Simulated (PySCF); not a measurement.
**How methods differ on the ionisation energy of Tc⁺**

Tc⁺ [Kr] 4d5 5s1 (7S) → Tc²⁺ [Kr] 4d5 (6S), as a difference of total energies. All numbers are calculated (PySCF 2.14, scalar relativity by spin-free X2C-1e, in x2c-TZVPPall with one added diffuse shell each of s, p, d, f type (9s7p7d3f1g, 95 functions)). Correlated levels: valence: [Kr] frozen; valence and next inner shell: [Ar] 3d10 frozen. The calculations carry no spin-orbit coupling.

```
                                method  ionisation energy (eV)
                                   UHF                  14.249
                                   LDA                  15.862
                                   PBE                  15.569
                                  PBE0                  15.302
                                r2SCAN                  15.487
                             CAM-B3LYP                  15.193
                                revPBE                  15.456
                               LC-wPBE                  14.957
                                  BP86                  15.684
                         MP2 (valence)                  14.803
                     SCS-MP2 (valence)                  14.433
    MP2 (valence and next inner shell)                  15.187
SCS-MP2 (valence and next inner shell)                  14.812
```

How much does correlation contribute at MP2 (valence and next inner shell)?

15.187 − (14.249) = 0.938 eV, measured against UHF.

Errors of the correlated levels include the incompleteness of this basis and the frozen core.

For comparison: 15.26 eV (semi-empirical (NIST evaluation); NIST Atomic Spectra Database, ionization energies).
